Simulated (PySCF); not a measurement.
Job file and geometry (Å, from GFN2-xTB) of an NMR shielding run on SMILES COC(C)(C)O[SiH2]SC, C5H14O2SSi, GIAO PBE0/pcSseg-1 NMR shielding, non-relativistic, gas phase (PySCF 2.14.0, density-fitted response routines); density fitting, a coarse starting grid and PySCF grid level 2 are the driver's defaults:

```
$ OMP_NUM_THREADS=1 python probes_run.py task.json out

{"job": {"kind": "nmr", "xc": "PBE0", "basis": "pcSseg-1"}, "charge": 0, "multiplicity": 1}
C     -1.230666     1.740858    -0.829242
O     -1.586280     0.373517    -0.780338
C     -1.029669    -0.386933     0.258827
C     -1.718322    -1.748042     0.182102
C     -1.210327     0.238505     1.644776
O      0.353732    -0.537674     0.060563
Si     1.118545    -0.951483    -1.303195
S      3.172290    -0.958564    -0.714466
C      3.275942     0.605249     0.218689
H     -1.783116     2.321567    -0.084201
H     -1.504919     2.081832    -1.825784
H     -0.157023     1.882431    -0.681190
H     -2.758663    -1.649318     0.475409
H     -1.671200    -2.106174    -0.841702
H     -1.213000    -2.450522     0.837522
H     -2.256779     0.484040     1.802838
H     -0.606689     1.137678     1.739212
H     -0.887781    -0.474486     2.397676
H      0.922436     0.035677    -2.360614
H      0.846211    -2.304490    -1.757582
H      2.480308     0.634086     0.955317
H      3.197250     1.443275    -0.467323
H      4.242971     0.615954     0.709194
```

**Question.** What does the program print?

**Answer.** 
```
coarse grid: 19536 points
cycle   1  E = -1036.1885018606  dE =  9.782e-01  |g| = 8.703e-01  |ddm| = 4.117e+00
cycle   2  E = -1036.0667290042  dE =  1.218e-01  |g| = 1.208e+00  |ddm| = 1.642e+00
cycle   3  E = -1036.3295966977  dE = -2.629e-01  |g| = 1.250e-01  |ddm| = 1.054e+00
cycle   4  E = -1036.3323829460  dE = -2.786e-03  |g| = 4.670e-02  |ddm| = 1.405e-01
cycle   5  E = -1036.3327978567  dE = -4.149e-04  |g| = 1.423e-02  |ddm| = 4.549e-02
cycle   6  E = -1036.3328298605  dE = -3.200e-05  |g| = 4.779e-03  |ddm| = 1.298e-02
cycle   7  E = -1036.3328340042  dE = -4.144e-06  |g| = 6.312e-04  |ddm| = 4.063e-03
final grid: 177336 points
cycle   8  E = -1036.4108022693  dE = -6.223e-05  |g| = 1.481e-02  |ddm| = 4.060e-02
cycle   9  E = -1036.4107684067  dE =  3.386e-05  |g| = 2.018e-02  |ddm| = 2.274e-02
cycle  10  E = -1036.4108450199  dE = -7.661e-05  |g| = 1.471e-03  |ddm| = 1.346e-02
cycle  11  E = -1036.4108454675  dE = -4.476e-07  |g| = 2.338e-04  |ddm| = 1.506e-03
cycle  12  E = -1036.4108454791  dE = -1.156e-08  |g| = 8.936e-05  |ddm| = 3.448e-04
cycle  13  E = -1036.4108454810  dE = -1.867e-09  |g| = 2.839e-05  |ddm| = 1.102e-04
cycle  14  E = -1036.4108454811  dE = -1.733e-10  |g| = 5.520e-06  |ddm| = 2.354e-05
converged SCF energy = -1036.4108454811

GIAO shielding tensors (ppm)
atom      isotropic    diamagn.    paramagn.     s11        s22        s33       span
  0 C      135.360     246.967    -111.607    108.310    117.005    180.766     72.456
  1 O      251.394     399.092    -147.698    182.671    255.607    315.905    133.233
  2 C       84.991     239.136    -154.145     68.377     82.595    104.001     35.624
  3 C      154.695     249.044     -94.349    133.090    145.381    185.615     52.525
  4 C      160.110     249.438     -89.328    137.776    156.486    186.068     48.292
  5 O      241.831     403.475    -161.644    168.436    268.584    288.472    120.035
  6 Si     373.837     881.207    -507.370    328.742    374.232    418.539     89.797
  7 S      684.255    1058.368    -374.113    588.244    652.713    811.807    223.563
  8 C      174.842     252.212     -77.370    166.270    167.414    190.841     24.571
  9 H       28.320      30.281      -1.961     23.994     26.201     34.765     10.771
 10 H       28.168      29.752      -1.584     24.297     25.468     34.738     10.441
 11 H       28.161      33.171      -5.010     23.467     28.128     32.888      9.421
 12 H       30.241      29.976       0.264     26.468     28.063     36.190      9.722
 13 H       29.964      31.118      -1.154     26.374     28.876     34.641      8.266
 14 H       30.393      30.685      -0.292     27.103     28.318     35.757      8.654
 15 H       30.695      30.892      -0.196     27.179     27.653     37.253     10.074
 16 H       30.023      32.244      -2.221     26.875     28.965     34.229      7.354
 17 H       30.241      31.069      -0.828     27.242     28.242     35.238      7.997
 18 H       26.285      31.330      -5.045     21.372     26.498     30.986      9.614
 19 H       26.561      29.980      -3.418     22.111     25.582     31.991      9.880
 20 H       29.285      33.760      -4.475     22.368     29.849     35.640     13.272
 21 H       29.700      31.299      -1.598     25.064     26.727     37.311     12.248
 22 H       29.740      29.042       0.698     23.882     26.924     38.415     14.533
```

**Question.** Turn these shieldings into chemical shifts. References, each an isolated molecule treated in the same way: TMS for 13C (σ = 186.93 ppm) and 29Si (σ = 349.16 ppm) and 1H (σ = 31.72 ppm); 17O (σ = 336.08 ppm) vs H2O; 33S (σ = 503.73 ppm) against CS2.

**Answer.** Averaging equivalent atoms: C 2: 101.9; C 0: 51.6; C 3/4: 29.5; C 8: 12.1; O 5: 94.2; O 1: 84.7; Si 6: -24.7; S 7: -181; H 18/19: 5.29; H 9/10/11: 3.50; H 20/21/22: 2.14; H 12/13/14/15/16/17: 1.46 ppm. Experimental scales use liquid or dissolved standards, which lie at an offset from isolated H2O (liquid H2O: subtract about 36 ppm).

Size and cost of the density-fitted run: 237 basis functions, 55 s wall time on 1 thread of an Arm Neoverse V2, shared host; peak memory 1.1 GiB.
